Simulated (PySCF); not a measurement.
Al(H)(I)(OMe) (CH4AlIO), SMILES C[O][AlH][I].

Geometry: PBE0-D3(BJ)/def2-SVP. The structure was generated by enumeration; whether it is a known compound was not checked. The def2 effective core potentials stand for the cores of I; spin–orbit coupling is left out. Other conformers were not sampled.

Method: PySCF with IEF-PCM-ωB97X/def2-SVP.

The values are the electrostatic part of the solvation free energy, E(continuum) − E(gas) at the gas-phase geometry, in a cavity of scaled van der Waals radii (PySCF's table); cavitation and dispersion terms are not included. A continuum can't describe solvent molecules that bind to the metal. In vacuum the orbital gap is 10.91 eV. The dipole moment in vacuum is 1.13 D.

### Question
Estimate the values in water (ε = 78.36), chloroform (ε = 4.71), acetonitrile (ε = 35.69). (An estimate is asked for; the answer gives what the named calculation found.)

### Answer

```json
[
 {"solvent": "water", "ε": "78.36", "ΔG(elec) (kcal/mol)": "-4.7", "dipole (D)": "1.41", "gap (eV)": "11.40"},
 {"solvent": "chloroform", "ε": "4.71", "ΔG(elec) (kcal/mol)": "-3.3", "dipole (D)": "1.33", "gap (eV)": "11.26"},
 {"solvent": "acetonitrile", "ε": "35.69", "ΔG(elec) (kcal/mol)": "-4.6", "dipole (D)": "1.40", "gap (eV)": "11.39"}
]
```
